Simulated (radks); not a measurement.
The numbers below are computed, except where a source is named.
Numerical settings for neutral lithium, [He] 2s1. Level of theory: scalar-relativistic Kohn-Sham, LDA (Slater exchange, Perdew-Wang correlation), spin-polarised, spherical densities, point nucleus; open shells are filled with parallel spins first (a radial shooting solver on a logarithmic mesh with Libxc functionals). The defaults (mesh step 0.008 in ln r, mesh end at 40 bohr or more with all orbitals vanishing there, Anderson mixing 0.5 over 9 steps, residual threshold near 1e-9 with the energy settled to 1e-9 hartree or 1e-11 of itself, here a cap of 52 iterations) give E = -7.3441 hartree and 2s at -3.165 eV in 12 iterations. Run on one thread of a shared host, so times are rough (Arm Neoverse V1): 0.05 s of CPU time, 0.05 s wall, 12 iterations on 2496 mesh points. Changes against that run (0 stands for a change within the tolerance of the run):

setting                    iterations         converged  E (mhartree)  e(2s) (meV)  CPU (s)
mesh step in ln r 0.05             12               yes             0            0     0.01
mesh step in ln r 0.005            12               yes             0            0     0.07
mesh step in ln r 0.12             52                no     -3.92e+04            -     0.08
mesh end (bohr) 3                  13  level above zero          +616    +1.98e+04     0.04
mesh end (bohr) 5                  12  level above zero         +88.6    +3.44e+03     0.04
residual threshold 1e-05            8               yes             0      -0.0137     0.04
residual threshold 1e-16           52                no             0            0     0.15
mixing 1                           10               yes             0            0     0.04
linear mixing, mixing 0.8          15               yes             0            0     0.05
linear mixing, mixing 0.2          52                no             0      +0.0204     0.15
mixing history 3                   15               yes             0            0     0.06
iteration cap 8                     8                no             0     -0.00324     0.03

Settled on a wrong energy, with an occupied level pushed above zero by the early mesh end: mesh end (bohr) 3 (+0.616 hartree); mesh end (bohr) 5 (+0.0886 hartree). Apart from these: no run marked as converged misses the energy by more than 1 mhartree. A mesh that ends early acts as a hard wall.
